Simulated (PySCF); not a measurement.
## He⁺ (helium, charge +1) across methods

2p1, 2P determinant (an excited configuration). All numbers are calculated (PySCF 2.14, the non-relativistic Hamiltonian (point nucleus), in dyall-av3z (10s3p2d, 29 functions)).

```
   method  E (hartree)  mean ε 2p α (eV)  Σ⟨r²⟩ (bohr²)   ⟨S²⟩
   r2SCAN      -0.5007            -9.719          5.174  0.750
     PBE0      -0.5025           -10.517          5.172  0.750
     MN15      -0.4804           -10.028          4.902  0.750
      PBE      -0.5079            -9.577          5.162  0.750
  r2SCANh      -0.4986           -10.053          5.176  0.750
CAM-B3LYP      -0.4974           -11.641          5.154  0.750
    B3LYP      -0.5069           -10.304          5.152  0.750
      UHF     -0.47960           -13.051          5.187  0.750
      LDA      -0.4866            -9.087          5.223  0.750
```

For one electron the Hartree and exchange-correlation energies should cancel; what remains is the self-interaction error. The outer electron is Rydberg-like, and this basis confines it to a smaller radius and binds it less than a complete one would.
